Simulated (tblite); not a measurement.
Compound: C₄H₉GeNSi.
Numbering: `[N:1]#[C:2][CH2:3]/[CH:4]=[CH:5]/[SiH2:6][GeH3:7]` (hydrogens: H8, H9 on C3; H10 on C4; H11 on C5; H12, H13 on Si6; H14, H15, H16 on Ge7)

Computed with GFN2-xTB (tblite), gas phase: L-BFGS steps from a force-field or distance-geometry start until the largest atomic force falls under 0.01 eV/Å.

Geometry at step 51:
```
atom  x, y, z in Å
N1      3.1124    0.7585   -1.7526
C2      2.8642    0.4256   -0.6879
C3      2.4654    0.0039    0.6331
C4      0.9574    0.0250    0.6423
C5      0.2082   -1.0290    0.3596
Si6    -1.6675   -1.0140    0.2087
Ge7    -2.4635    0.9807   -0.7079
H8      2.8523   -1.0065    0.8031
H9      2.8882    0.6880    1.3734
H10     0.5063    0.9919    0.8333
H11     0.7039   -1.9716    0.1755
H12    -2.0354   -2.1674   -0.6274
H13    -2.2268   -1.2258    1.5591
H14    -3.9562    1.0497   -0.6394
H15    -2.1728    1.2434   -2.1510
H16    -2.0436    2.2567   -0.0333
```

Problem. What forces act on the atoms?

Solution. 
| atom | Fx (eV/Å) | Fy (eV/Å) | Fz (eV/Å) |
| --- | --- | --- | --- |
| N1 | 0.058 | -0.004 | 0.006 |
| C2 | 0.006 | 0.063 | -0.039 |
| C3 | -0.016 | -0.025 | 0.016 |
| C4 | 0.022 | 0.005 | 0.011 |
| C5 | -0.045 | 0.008 | -0.005 |
| Si6 | -0.039 | -0.100 | 0.134 |
| Ge7 | 0.020 | 0.027 | 0.057 |
| H8 | -0.039 | 0.046 | 0.017 |
| H9 | -0.012 | -0.012 | -0.008 |
| H10 | 0.013 | 0.004 | -0.051 |
| H11 | 0.059 | -0.080 | -0.028 |
| H12 | -0.002 | 0.073 | 0.039 |
| H13 | 0.015 | 0.020 | -0.119 |
| H14 | -0.086 | 0.038 | -0.008 |
| H15 | 0.034 | -0.016 | -0.023 |
| H16 | 0.011 | -0.046 | 0.000 |

The largest, 0.17 eV/Å, acts on Si6; the rms over all components is 0.045 eV/Å. The forces sum to zero within rounding, as they must for an isolated molecule in no field.

Problem. Give the force on Si6 in Eh/bohr and in nN.

Solution. 0.172 eV/Å ÷ 51.422 = 0.00334 Eh/bohr, and 0.172 eV/Å × 1.602 = 0.28 nN.

Problem. How far is this geometry from the end of the optimisation?

Solution. 0.060 eV above it, and 0.389 Å rms away after alignment. The bonds farthest from their final lengths, with half the difference of the two atoms' forces along the bond (positive lengthens):

```
   bond  now (Å)  final (Å)  force along bond (eV/Å)
Si6–H13    1.477      1.469                    -0.13
Si6–H12    1.471      1.467                    -0.05
Ge7–H15    1.495      1.500                    +0.04
  C3–C4    1.508      1.504                    -0.02
 C5–H11    1.081      1.084                    +0.06
Ge7–H14    1.496      1.499                    +0.05
```

The angle farthest from its final value is C2–C3–C4, 106.1° against 109.9°.

Hardware: one thread, Arm Neoverse V2 (shared host).
